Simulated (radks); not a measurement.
Question: The mean radii <r> (bohr) of the occupied orbitals of an atom or ion are listed with their occupations. Method: non-relativistic Kohn-Sham, PBE, spin-polarised, spherical densities, point nucleus; computed with a radial shooting solver on a logarithmic mesh with Libxc functionals.

orbital  occ.     <r>
1s up       1  0.1999
1s down     1  0.1995
2s up       1   1.130
2s down     1   1.160
2p up       3   1.231
2p down     1   1.335

Name the element and its charge. Open shells, if any, are filled with parallel spins first.

Answer: Z = 8, oxygen, charge 0: O in [He] 2s2 2p4. The 1s radius gives Z: for a bare nucleus <r> = 1.5/Z, 0.1875 bohr for Z = 8, and screening makes it slightly larger (0.1999 here). The occupations add up to 8, and the charge is Z minus that.
